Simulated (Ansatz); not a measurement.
Gas-phase reaction in SMILES: FC1(F)COC1 [3,3-difluorooxetane] + 5 C (CH4) + O (H2O) → 2 CC (C2H6) + 2 CF (CH3F) + 2 CO (CH4O)
Geometries: B3LYP-D3(BJ)/def2-TZVP minima from Ansatz (an electronic-structure program), one conformer each, not searched for the lowest.

Wanted: bond separation energy (electronic energy difference), in kJ/mol. Cores are frozen in the correlated levels unless marked. No spin-orbit coupling. Non-relativistic. CBS marks a two-point X^-3 extrapolation of the correlation energy; Hartree-Fock from the larger set. [CCSD(T)-MP2]/basis is that difference in the basis named.

```json
[
 {"level": "HF/aug-cc-pVDZ", "program": "Ansatz", "bond separation energy (kJ/mol)": "17.1"},
 {"level": "SVWN5/def2-TZVPD", "program": "Ansatz", "bond separation energy (kJ/mol)": "51.0"},
 {"level": "BHLYP/def2-TZVPD", "program": "Ansatz", "bond separation energy (kJ/mol)": "27.3"},
 {"level": "LC-wPBE-D3(BJ)/def2-TZVPD", "program": "Ansatz + dftd3", "bond separation energy (kJ/mol)": "45.6"},
 {"level": "SCS-MP2/cc-pVTZ", "program": "Ansatz", "bond separation energy (kJ/mol)": "46.5"}
]
```

Q: Predict the RI-MP2/CBS(cc-pVTZ,cc-pVQZ)+[CCSD(T)-MP2]/cc-pVTZ result (Ansatz).

A: 46.0 kJ/mol
